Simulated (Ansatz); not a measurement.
Z-matrix (Å, degrees):
```
C
C 1 1.530
H 1 1.092 2 111.4
H 1 1.092 2 111.4 3 -120.2
H 1 1.092 2 110.9 3 119.9
Si 2 1.835 1 113.7 3 60.1
H 2 1.095 1 110.8 3 -61.3
H 2 1.095 1 110.8 3 -178.5
F 6 1.579 2 112.0 1 179.9
F 6 1.580 2 111.7 1 -59.9
F 6 1.580 2 111.7 1 59.7
```

Charge 0, multiplicity 1.

Question: List the PBE0/def2-TZVPP orbital energies in eV (the Gaussian-basis code of Ansatz). (Best estimate.)

Answer: Ansatz gave: Occupied: -1804.91, -674.24, -674.23, -674.23, -278.63, -278.50, -146.97, -101.69, -101.68, -101.59, -34.20, -33.46, -33.44, -21.95, -18.16, -16.20, -14.52, -14.50, -13.84, -13.23, -13.08, -13.00, -12.58, -12.23, -12.12, -11.94, -11.12, -10.43, -9.50. Lowest empty: 0.78, 1.49, 1.92, 2.23, 2.46, 2.66, 3.33, 3.85.
